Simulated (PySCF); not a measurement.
**Computed properties of ZnBr, SMILES [Zn+][Br], charge +1**

ZnBr, SMILES [Br][Zn+], charge +1. Geometry: PBE0-D3(BJ)/def2-TZVP. The multiplicity is an assumed one; other spin states were not compared. The values are those of a single conformer. All values are computed for the isolated molecule unless a solvent is named; none is compared with measurement here.

**Structure.** The optimised structure has C∞v symmetry. All 1 harmonic modes at PBE0-D3(BJ)/def2-TZVP (PySCF) are real, so it is a minimum.

**Vibrations.** The strongest infrared lines (harmonic, unscaled, degenerate partners summed) lie at 337 cm⁻¹ (9 km/mol, Zn 55 %, Br 45 %). The softest mode is at 337 cm⁻¹ and the zero-point energy is 0.5 kcal/mol.

**Electronic structure.** M06-2X/def2-TZVPD (PySCF) places the frontier levels at -15.41 and -10.12 eV, a gap of 5.29 eV and a mean polarisability of 37.9 bohr³.

**Excitations.** TDA-M06-2X/def2-TZVPD (PySCF) has S1 at 2.22 eV (557 nm, f = 0.008, weak); the most intense of the 10 singlets computed lies at 8.03 eV (f = 0.86). Strengths of degenerate partners are summed. T1 (TDA) is at 1.91 eV, 0.31 eV under S1.
